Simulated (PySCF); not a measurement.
## Working out the excitation energy of Mg

Mg [Ne] 3s2 (1S) → Mg [Ne] 3s1 3p1 (3P). All numbers are calculated (PySCF 2.14, the spin-free X2C one-electron Hamiltonian (Gaussian nucleus), in aug-cc-pVDZ-DK (5s4p2d, 27 functions)). Frozen: [Ne]. Energies in hartree (1 hartree = 27.21139 eV):

```tsv
part	Mg (lower)	Mg (upper)
UHF	-199.914227	-199.847538
MP2 opposite-spin	-0.021661	0.000000
MP2 same-spin	0.000000	-0.001976
```

Problem. What does Hartree-Fock give?

Solution. (-199.847538) − (-199.914227) = 0.066689 hartree = 1.815 eV.

Problem. What do MP2 and SCS-MP2 (6/5 opposite-spin, 1/3 same-spin) give?

Solution. The opposite-spin parts differ by 0.589 eV and the same-spin parts by -0.054 eV. MP2: 1.815 + (0.589) + (-0.054) = 2.350 eV. SCS-MP2: 1.815 + 1.2 × (0.589) + (-0.054)/3 = 2.504 eV.

Measured between the centres of the two terms (NIST): 2.714 eV, so MP2 (valence) is off by -0.364 eV.

A double-zeta basis recovers only part of the correlation energy.

What remains against the reference includes basis incompleteness, the frozen core and correlation beyond second order.
